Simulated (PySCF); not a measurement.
SMILES O=C(OB)C, singlet (CAM-B3LYP/def2-SVP optimised geometry):

```
10

B      1.115     1.276     0.000
H      0.445     2.274     0.000
H      2.318     1.276     0.000
O      0.526     0.049    -0.045
C     -0.831    -0.154     0.075
C     -1.240    -1.443    -0.569
O     -1.542     0.606     0.654
H     -2.318    -1.593    -0.453
H     -0.687    -2.274    -0.108
H     -0.968    -1.428    -1.635
```

Computed with CAM-B3LYP/def2-TZVP (PySCF).

Question: What are the frontier orbital energies and the dipole moment?

Answer: HOMO-2 -11.62 eV, HOMO-1 -10.72 eV, HOMO -9.89 eV, LUMO -0.16 eV, LUMO+1 1.35 eV; dipole moment 2.33 D.

On the same geometry PBE/def2-TZVP (PySCF) gives HOMO-2 -8.71 eV, HOMO-1 -7.69 eV, HOMO -6.75 eV, LUMO -2.33 eV, LUMO+1 -0.96 eV; dipole moment 2.30 D.

Meta-Löwdin charges at CAM-B3LYP/def2-TZVP: B1 0.16, H2 0.01, H3 0.01, O4 -0.36, C5 0.56, C6 -0.37, O7 -0.41, H8 0.14, H9 0.15, H10 0.14.
